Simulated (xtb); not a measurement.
xtb input (GFN2-xTB):

```bash
xtb mol.xyz --gfn 2 --ohess tight --chrg 0 --uhf 0
```
mol.xyz:
```
10

C      1.72020780    -0.25689175    -0.91699313
Ga     0.01884991    -0.00016409    -0.05025938
C     -1.89339112    -0.05869828    -0.59360251
F      0.13715987     0.31126755     1.73259951
H      1.66234097    -0.43186874    -1.96648347
H      2.30181348    -1.04926990    -0.40972533
H      2.36484081     0.68448511    -0.77230968
H     -2.38863629     0.90794115    -0.39479876
H     -1.97050053    -0.24258565    -1.65698990
H     -2.39426134    -0.83726764    -0.06852597
```

End of the output:

```
         :::::::::::::::::::::::::::::::::::::::::::::::::::::
         ::                  THERMODYNAMIC                  ::
         :::::::::::::::::::::::::::::::::::::::::::::::::::::
         :: total free energy         -13.277921993612 Eh   ::
         ::.................................................::
         :: total energy              -13.314444557371 Eh   ::
         :: zero point energy           0.069239476617 Eh   ::
         :: G(RRHO) w/o ZPVE           -0.032716912858 Eh   ::
         :: G(RRHO) contrib.            0.036522563758 Eh   ::
         :::::::::::::::::::::::::::::::::::::::::::::::::::::
imag cut-off (cm-1) :    5.00
 found            2  significant imaginary frequencies
 writing imag mode distorted coords to xtbhess.xyz
 for further optimization.

optimized geometry written to: xtbopt.xyz

           -------------------------------------------------
          | TOTAL ENERGY              -13.314444557371 Eh   |
          | TOTAL ENTHALPY            -13.236177713159 Eh   |
          | TOTAL FREE ENERGY         -13.277921993612 Eh   |
          | GRADIENT NORM               0.000126126201 Eh/α |
          | HOMO-LUMO GAP               4.230437946130 eV   |
           -------------------------------------------------

------------------------------------------------------------------------
------------------------------------------------------------------------
 total:
 SCF:
 ANC optimizer:
 analytical hessian:
```
